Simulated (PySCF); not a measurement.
B(OH) (BHO), SMILES [B]O (connectivity only; charge and spin as stated), neutral, multiplicity 1.

The structure is a stationary point at PBE-D3(BJ)/def2-TZVPD. A frequency run showed that this geometry is not a minimum.

The numbers are results of PySCF 2.14.0 with PBE-D3(BJ)/def2-TZVPD, not measurements.

Frequencies are harmonic and unscaled.

Modes within 1.5 cm⁻¹ of each other (mostly degenerate sets) share a row, with their intensities summed.

Computed normal modes with their intensities:
| mode | ν (cm⁻¹) | IR (km/mol) | moving atoms (share of kinetic energy) |
|---|---|---|---|
| 1–2 | 423i | 316.8 | H 80 %, O 16 % |
| 3 | 1444 | 195.8 | B 61 %, O 35 % |
| 4 | 3788 | 93.4 | H 93 % |
